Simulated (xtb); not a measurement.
silole (C4H6Si), SMILES C1=C[SiH2]C=C1. All values are semi-empirical tight-binding results from xtb (GFN2-xTB unless named), good for trends rather than for accurate numbers. Geometry: GFN2-xTB.

Task: Estimate the properties. (The exact figures need the calculation; the answer reports its results.)

Result: 
```
Quantity                                         Result
----------------------------------------  -------------
point group as xtb finds it                         C2v
orbital gap                                     2.98 eV
dipole moment                                    0.21 D
zero-point energy                         49.8 kcal/mol
G − E(el) at 298.15 K (modified RRHO)     32.6 kcal/mol
static polarisability (D4 model)             72.4 bohr³
solvation energy, GFN2-xTB/ALPB(water)     0.4 kcal/mol
solvation energy, GFN2-xTB/ALPB(toluene)  -2.7 kcal/mol
```
